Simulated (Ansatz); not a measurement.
`[CH3][GeH]([Cl])[I]` + CH₃SH → `C[S][GeH]([CH3])[Cl]` + HI at 400 K and 1 bar (ligand exchange at a Ge–I bond).

Program: Ansatz. Geometries: PBE0-D4/def2-TZVP. ΔE: electronic, gas phase. CCSD(T)/CBS is the MP2 limit (def2-TZVPP, def2-QZVPP) plus CCSD(T) − MP2 in def2-TZVPP, frozen cores. This one scheme is used for every species. Elements past krypton have def2 core potentials. For Ge, I outer-core shells are correlated without core-valence functions, which leaves a few kJ/mol of doubt a bond. Scalar relativity is left out up to krypton. Each species was taken in one conformer, which may not be the lowest.

| species | CCSD(T)/CBS energy (Eh) | H − E (kJ/mol) | S (J/(mol·K)) |
| --- | --- | --- | --- |
| `[CH3][GeH]([Cl])[I]` | -2873.88412 | 154.0 | 396.1 |
| CH₃SH | -438.22835 | 138.7 | 269.4 |
| `C[S][GeH]([CH3])[Cl]` | -3014.06069 | 263.6 | 442.9 |
| HI | -298.03592 | 25.7 | 215.0 |

H − E and S are ideal-gas, rigid-rotor, harmonic terms from PBE0-D4/def2-TZVP, for one conformer and one mirror image of each species. 1 Eh = 2625.50 kJ/mol, R = 8.31446 J/(mol·K).

Q: By hand: ΔE, ΔH, ΔS and ΔG.

A: ΔE = (-3014.06069) + (-298.03592) − (-2873.88412) − (-438.22835) = 0.01586 Eh = 41.6 kJ/mol. Δ(H − E) = 263.6 + 25.7 − 154.0 − 138.7 = -3.4, so ΔH = 38.2 kJ/mol. ΔS = 442.9 + 215.0 − 396.1 − 269.4 = -7.6 J/(mol·K). ΔG = 38.2 − 400 × (-7.6)/1000 = 41.2 kJ/mol.

Q: By hand: the equilibrium constant, and the temperature at which ΔG would vanish if ΔH and ΔS stayed fixed.

A: log₁₀ K = −ΔG/(RT ln 10) = -5.4. ΔH and −TΔS have one sign here, so there is no such temperature.

The number of gas molecules stays the same, so ΔS is small and ΔH decides. A doubt of 5 kJ/mol in ΔE shifts log₁₀ K by 0.7 here. Other conformers and mirror images would add mixing entropy, several J/(mol·K) or more a flexible species. Modes under 60 cm⁻¹, often nearly free rotors, make the harmonic entropy too high. These are equilibria of isolated gas molecules and say nothing of rates. Largest T1 diagnostic: 0.010 (customary marks: 0.02 for closed shells, 0.045 for open ones).

ΔS is within the doubt of such terms, so its sign, and with it that verdict, could turn.
